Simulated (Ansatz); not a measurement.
Geometry optimisation, RKS BLYP/def2-SVP (Ansatz 0.2.0).

Input file:

```yaml
crystal:
  periodic: [false, false, false]
  atoms:
    - { symbol: Si, position_ang: [-0.2968, 2.1984, 0.1623] }
    - { symbol: "N", position_ang: [-0.5976, 0.5634, 0.0086] }
    - { symbol: P, position_ang: [0.6966, -0.3613, 0.5453] }
    - { symbol: Si, position_ang: [0.3456, -2.4027, -0.2334] }
    - { symbol: H, position_ang: [-0.2201, 2.5837, 1.5683] }
    - { symbol: H, position_ang: [0.8589, 2.6581, -0.6191] }
    - { symbol: H, position_ang: [-0.88129, 0.78479, -0.96716] }
    - { symbol: H, position_ang: [-1.4115, 0.3509, 0.5034] }
    - { symbol: H, position_ang: [1.6945, -0.0035, -0.383] }
    - { symbol: H, position_ang: [1.4284, -3.301, 0.0776] }
    - { symbol: H, position_ang: [-0.9556, -2.9183, 0.4779] }
    - { symbol: H, position_ang: [0.0563, -2.3315, -1.6774] }
basis:
  gaussian: { orbitals: def2-SVP }
hamiltonian:
  xc: blyp
relax:
  f_tol: 0.02
  max_steps: 50
```

Launched with:

```bash
$ ansatz run input.yaml --threads 2 --pin off --max-ram 3072MiB --backend cpu --events-out ev --progress --plain --runs-dir out
```

**Question.** Where does it end, and by what steps?

**Answer.** The forces met the threshold. After 14 steps the energy has fallen by 2.943 eV; Si1 moved furthest, 0.53 Å. The start is strongly strained (largest force component 8 eV/Å).

```tsv
step	energy less start (eV)	largest force component (eV/Å)	accepted
0	0.0000	8.498	yes
1	-1.7162	5.182	yes
2	-2.5817	2.072	yes
3	-2.8240	0.751	yes
4	-2.9119	0.241	yes
5	-2.9271	0.141	yes
6	-2.9344	0.108	yes
7	-2.9374	0.086	yes
8	-2.9393	0.055	yes
9	-2.9409	0.044	yes
10	-2.9419	0.033	yes
11	-2.9425	0.038	yes
12	-2.9427	0.027	yes
13	-2.9429	0.024	yes
14	-2.9429	0.019	yes
```

```xyz
12
Properties=species:S:1:pos:R:3
Si -0.442 2.692 0.016
N -0.733 0.623 0.074
P 0.572 -0.432 0.871
Si 0.325 -2.430 -0.291
H 0.243 2.627 1.401
H 0.886 2.461 -0.745
H -0.944 0.348 -0.899
H -1.613 0.489 0.598
H 1.621 0.046 0.018
H 1.571 -3.243 -0.100
H -0.852 -3.167 0.277
H 0.085 -2.193 -1.757
```

Whether the end is a true minimum wasn't checked by a vibrational analysis.

Time of the run: 12 s on 2 threads of AMD EPYC 9R45 96-Core Processor (Zen 5), with other jobs on the host, peak memory 0.18 GiB.
